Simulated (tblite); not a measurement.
Compound: C6H15NSi.
Geometry (GFN2-xTB, Å), atoms numbered from 1 in this order:
```
atom  x, y, z in Å
C1     3.1794   -0.8579   -0.3481
C2     1.6788   -0.9915   -0.1177
Si3    0.8018    0.6928   -0.1364
C4    -1.1033    0.4761    0.0825
C5    -1.4184   -0.1771    1.4282
C6    -1.7732    1.8482    0.0073
C7    -1.5645   -0.3591   -1.0674
N8    -1.8354   -1.5847   -1.1203
H9     3.3792   -0.3918   -1.3094
H10    3.6637   -1.8326   -0.3336
H11    3.6314   -0.2404    0.4243
H12    1.5168   -1.4974    0.8361
H13    1.2554   -1.6399   -0.8876
H14    1.0458    1.3812   -1.4095
H15    1.2738    1.5350    0.9716
H16   -1.1070    0.4732    2.2429
H17   -0.9015   -1.1285    1.5435
H18   -2.4905   -0.3555    1.5253
H19   -2.8530    1.7522    0.1216
H20   -1.4048    2.4993    0.7972
H21   -1.5728    2.3276   -0.9482
H22   -1.6536    0.1797   -2.0090
H23   -1.7531   -2.0820   -0.2346
```

Calculated harmonic vibrations of the isolated species, GFN2-xTB (tblite), most abundant isotopes, no scaling. Against measured fundamentals such values can be off by several per cent, at times by over 20. Modes of hydrogen on silicon can be 10 to 20 % off. One conformer, not necessarily the lowest.

Harmonic wavenumbers (cm⁻¹): 46.3, 53.2, 73.8, 116.7, 212.7, 215.8, 222.0, 232.9, 242.6, 252.0, 298.5, 352.9, 368.7, 461.0, 516.9, 584.6, 627.9, 701.6, 728.5, 737.3, 770.8, 776.8, 875.2, 969.6, 979.3, 984.3, 1021.8, 1022.5, 1078.0, 1079.3, 1142.0, 1157.4, 1208.8, 1240.1, 1245.6, 1290.8, 1364.9, 1408.8, 1420.1, 1424.2, 1475.4, 1501.3, 1504.1, 1511.2, 1512.0, 1513.0, 1515.2, 1718.4, 2217.2, 2238.0, 2963.3, 2976.2, 2978.3, 2991.2, 3001.4, 3013.7, 3019.4, 3023.0, 3030.0, 3031.9, 3034.8, 3043.4, 3322.3.

A = 2342, B = 1068, C = 909.4 MHz; mass 129.097 u (most abundant isotopes); point group C1, symmetry number 1.

What is the zero-point energy?

½Σν̃ = 42820 cm⁻¹ = 512.25 kJ/mol.

What is S at 350 K and 1 bar for an ideal gas of classical rigid rotors and harmonic oscillators?

Translation 172.81, rotation 124.75, vibration 179.75: S = 477.3 J/(mol K).

And Cp and H(350 K) − H(0)?

Cp = 212.51 J/(mol K), of which vibrations give 179.25 (their classical limit is 63 R = 523.8); H(350 K) − H(0) = 44.21 kJ/mol without the zero-point energy, 32.57 from vibrations.

Which modes carry the vibrational entropy at 350 K?

46.3 cm⁻¹: 22.12; 53.2 cm⁻¹: 20.97; 73.8 cm⁻¹: 18.26; 116.7 cm⁻¹: 14.50; 212.7 cm⁻¹: 9.69; 215.8 cm⁻¹: 9.58 J/(mol K); the other 57 give 84.63 together.

What must be added to the electronic energy to get the Gibbs energy at 350 K and 1 bar?

ZPE + [H(350 K) − H(0)] − T·S = 512.25 + 44.21 − 167.06 = 389.40 kJ/mol.

Hindered rotation and anharmonicity are outside this model. Other conformers, if any are populated, would add a mixing term that is left out. The structure is chiral; the term R ln 2 for an equal mix with its mirror image is left out.

Time: 1.0 s of wall time. Hardware: an Intel Xeon Platinum 8488C with one thread, no GPU, shared host. The figure is for the frequency step alone.
